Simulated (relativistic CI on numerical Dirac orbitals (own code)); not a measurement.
## d1 to d9 in one octahedral field

Computed with a parametric ligand-field model without spin-orbit coupling, by exact diagonalisation: B = 570, C = 2520, 10Dq = 22900 cm⁻¹ (Oh; |10Dq|/B = 40.2) for every shell. Energies in cm⁻¹; the field energy is (0.6 n_e − 0.4 n_t2) × 10Dq of the ground term; g labels are left out.

```
Shell  Ground term  Electrons in e  Field energy  First spin-allowed bands  Lowest term of other spin
   d1          2T2           0.000         -9160                  2E 22900                           
   d2          3T1           0.014        -17994      3T2 21601, 3T1 28852                   1T2 8698
   d3          4A2           0.000        -27480      4T2 22900, 4T1 29105                   2E 11968
   d4            ?               ?             ?                         ?                          ?
   d5          2T2           0.042        -44834      2A2 19838, 2T1 20034                  4T1 11103
   d6          1A1           0.032        -54217      1T1 21166, 1T2 28974                  3T1 15808
   d7           2E           1.023        -40701      2T1 21023, 2T2 21624                  4T1 10836
   d8          3A2           2.000        -27480      3T2 22900, 3T1 29105                    1E 9516
   d9           2E           3.000        -13740                 2T2 22900
```

**Question.** Fill in the row of d4.

**Answer.** Ground term: 3T1; Electrons in e: 0.023; Field energy: -36112; First spin-allowed bands: 3E 20583, 3T1 21226; Lowest term of other spin: 1T2 7307. Low spin: d4, d5, d6, d7; the other shells keep the spin of the free ion. Only d4 to d7 can choose; the field needed to pair spins is smallest for d6 and largest for d5, which loses most exchange energy. In the strong-field picture 10Dq must exceed about 6B + 5C = 16020 (d4), 7.5B + 5C = 16875 (d5), 2.5B + 4C = 11505 (d6) and 4B + 4C = 12360 (d7); mixing of terms shifts these bounds somewhat.
